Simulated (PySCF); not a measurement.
Work out the structure from these simulated measurements.

Formula: CH11ClSi4.

- 1H NMR: chemical shifts (computed TMS as zero) by class: 4.22 (2 H), 3.66 (2 H), 3.58 (3 H), 3.46 (2 H), 3.01 (2 H) ppm [GIAO PBE0/pcSseg-1]
- Triplet: lowest triplet excitation (Tamm–Dancoff): 5.55 eV [TDA B3LYP/def2-SVPD]
- UV, first state: lowest singlet excitation: 6.09 eV (204 nm, f = 0.076) [TDDFT B3LYP/def2-SVPD]
- Valence photoelectron: vertical ionisation energy: 9.42 eV [ΔSCF B3LYP/def2-SVPD]
- Rotational structure: rotational constants A, B, C: 1.270, 0.942, 0.635 GHz [PBE0-D3(BJ)/def2-SVP]
- 13C NMR: chemical shifts (computed TMS as zero) by class: 31.7 (1 C) ppm [GIAO PBE0/pcSseg-1]
- NMR, other nuclei: isotropic shieldings of nuclei other than C and H, by class: 409 (1 Si), 453 (1 Si), 466 (1 Si), 468 (1 Si), 882 (1 Cl) ppm [GIAO PBE0/pcSseg-1]
- Polarisability: 147.0 au [B3LYP/def2-SVPD]
- Dipole: 1.51 D [B3LYP/def2-SVPD]

Gas-phase values; electronic properties from PySCF, density fitting. Levels stand in brackets. The structure is a single PBE0-D3(BJ)/def2-SVP conformer in the gas phase; no vibrational or solvent corrections. Each NMR value is the plain mean over a class of atoms that symmetry, rotation or inversion makes alike.

Task: Give a SMILES that accounts for the data.

Result: Numbering: `[SiH3:1][SiH2:2][SiH2:3][SiH2:4][CH2:5][Cl:6]`. Its formula, CH11ClSi4, gives 0 degrees of unsaturation, so no ring and no π bond. The one carbon: sp3 C–Cl carbon [C5] (31.7 ppm). Hydrogen classes from least to most shielded: 2 H on an SiH2 silicon, Si4 (4.22 ppm), 2 H on an SiH2 silicon, Si2 (3.66 ppm), 3 H on an SiH3 silicon, Si1 (3.58 ppm, a mean of values up to 0.6 ppm apart in this geometry), 2 H on an SiH2 silicon, Si3 (3.46 ppm), 2 H on an sp3 C–Cl carbon, C5 (3.01 ppm). The other shieldings belong to: 409 ppm, SiH2 silicon [Si4]; 453 ppm, SiH3 silicon [Si1]; 466 ppm, SiH2 silicon [Si2]; 468 ppm, SiH2 silicon [Si3]; 882 ppm, alkyl chlorine [Cl6]. S1 is mainly HOMO→LUMO (weight 0.93); the largest Löwdin shares of the orbital it empties are 0.28 on an SiH2 silicon, 0.26 on an SiH2 silicon, 0.15 on the SiH3 silicon and 0.10 on an SiH2 silicon, of the orbital it fills 0.19 on an SiH2 silicon, 0.13 on each of 2 atoms of one kind (SiH2 silicon) and 0.12 on the alkyl chlorine. The optimised geometry has point group C1 and is an asymmetric top. Structure: `[SiH3][SiH2][SiH2][SiH2]CCl`. The assignments are read from this structure; whether some other isomer fits the data as well wasn't checked.

Conformer computed: `[SiH3:1][SiH2:2][SiH2:3][SiH2:4][CH2:5][Cl:6]`: Si1–Si2–Si3–Si4 -73°, Si2–Si3–Si4–C5 43°, Si3–Si4–C5–Cl6 -65°.
